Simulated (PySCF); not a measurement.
# One molecule, several mistakes: AlBGeH4O

Calculated results; nothing here was measured. The program is PySCF 2.14.0, an open-source quantum chemistry code, run on an isolated molecule that a program drew, which may never have been made. The molecule is AlBGeH4O (charge 0, singlet), drawn as the SMILES string `[BH2][Ge][AlH][OH]`.

Each row is a Hartree-Fock (HF) and frozen-core CCSD(T) single point in the cc-pV(D+d)Z basis, meant for a local HF minimum. Run 1 is clean. Each other run has one planted mistake out of seven kinds, and not every kind appears here: one electron removed, one electron added, multiplicity raised by two, geometry at a saddle point, minimal basis STO-3G, one bond length entered in bohr, all coordinates scaled. The reference is restricted for singlets and unrestricted otherwise, and also for a bond in bohr. Adding or removing an electron swaps singlet and doublet. Electrons count all cores. HOMO and LUMO are orbital energies over both spins, the gradient is its largest component, and the lowest frequency (negative if imaginary) is given only where the gradient is small. Bond lengths are over the 7 bonds as drawn. T1 is the CCSD diagnostic: over 0.02 (restricted) or 0.045 (unrestricted) a single reference is doubtful. Germanium has the cc-pVDZ-PP basis, with a core potential (ECP10MDF) in place of its 10 inner electrons, and its 3s, 3p and 3d shells are frozen in CCSD(T).

Geometry of the clean run:
```xyz
8
AlBGeH4O, angstrom
B     0.8986   -0.7479   -0.4703
Ge   -0.2169   -0.7902    1.2201
Al   -2.0130    0.3936   -0.1198
O    -3.1310   -0.6240   -0.8827
H     1.6510    0.1666   -0.6887
H     0.8681   -1.6568   -1.2576
H    -2.2147    1.9639   -0.1630
H    -3.9127   -0.3997   -1.3602
```

```
run  electrons  basis functions  <S^2>  HOMO (eV)  LUMO (eV)  gradient (hartree/bohr)  lowest frequency (cm^-1)  mean bond (Å)  longest bond (Å)      T1  HF (hartree)  CCSD(T) (hartree)                          mistake
  1         62               94  0.000      -8.45       0.28                  1.9e-05                        75         1.5982             2.534  0.0203    -637.18870         -637.65747                         no fault
  2         62               94  0.930      -8.82      -0.05                  2.3e-02                         -         1.7180             2.534  0.0726    -637.04984         -637.50769  one bond length entered in bohr
  3         62               94  0.000      -8.56       0.42                  9.0e-02                         -         1.4799             2.347  0.0190    -637.14722         -637.61085                                ?
  4         61               94  0.772     -15.10      -6.78                  5.2e-02                         -         1.5982             2.534  0.0223    -636.91030         -637.34730                                ?
```

**Which mistake was planted in run 3, and what did it cost?**

The mean and the longest bond both change by the same factor, 0.926, and the gradient is no longer small. So the mistake is: all coordinates scaled. Subtracting run 1 and multiplying by 627.51 kcal/mol a hartree, the energy moved by 26.0 kcal/mol in HF and 29.3 kcal/mol in CCSD(T).

**Which mistake was planted in run 4, and what did it cost?**

It counts 61 electrons, one fewer than the clean run, at the same geometry and basis. So the mistake is: one electron removed. Subtracting run 1 and multiplying by 627.51 kcal/mol a hartree, the energy moved by 174.7 kcal/mol in HF and 194.6 kcal/mol in CCSD(T).

Cautions from the logs. Run 1: T1 is over the limit, so its CCSD(T) energy is less reliable; run 2: T1 is over the limit, so its CCSD(T) energy is less reliable.
